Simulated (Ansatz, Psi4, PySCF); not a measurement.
trichloroethylene (C₂HCl₃), singlet, geometry from GFN2-xTB. Base run: MP2/cc-pVDZ (PySCF).

The PySCF input:
```python
from pyscf import gto, scf, mp

mol = gto.M(
    atom='''
Cl    2.16430428    0.65063115   -0.02488394
C     0.96868077   -0.56892736   -0.03455329
C    -0.33236363   -0.29237070   -0.00141803
Cl   -0.96728152    1.29724732    0.05435331
Cl   -1.50022928   -1.55086072   -0.01269355
H     1.33660808   -1.58151327   -0.06936094
''',
    basis='cc-pvdz',
    verbose=4,
)

mf = scf.RHF(mol)
mf.kernel()

pt = mp.MP2(mf)
pt.kernel()
print('E(MP2) = %.10f' % pt.e_tot)
```

The same geometry, method and basis name were run in Ansatz (a program for electronic structure) and Psi4 and PySCF, at each program's defaults and at the settings that a row names. The base is PySCF at its defaults. Differences at the defaults can come from grids, fitting, cores and function types together.

| code and settings | ΔE vs base (mEh) | basis functions | E (Eh) | SCF cycles |
|---|---|---|---|---|
| PySCF, defaults (exact integrals, spherical functions, all electrons correlated) | 0.000 | 87 | -1455.48345 | 11 |
| Psi4, defaults (density fitting with its default set, spherical functions, all electrons correlated) | ? | 87 | ? | 12 |
| Ansatz, defaults (factorised integrals, spherical functions, frozen core) | 23.660 | 87 | -1455.45979 | - |
| PySCF, frozen core | 23.649 | 87 | -1455.45980 | 11 |
| Psi4, exact integrals, spherical functions, frozen core | 23.649 | 87 | -1455.45980 | 12 |
| Ansatz, high accuracy, frozen core | 23.649 | 87 | -1455.45980 | - |

Fill in the missing entries.


- Psi4, defaults (density fitting with its default set, spherical functions, all electrons correlated), ΔE vs base (mEh): 0.818
- Psi4, defaults (density fitting with its default set, spherical functions, all electrons correlated), E (Eh): -1455.48264
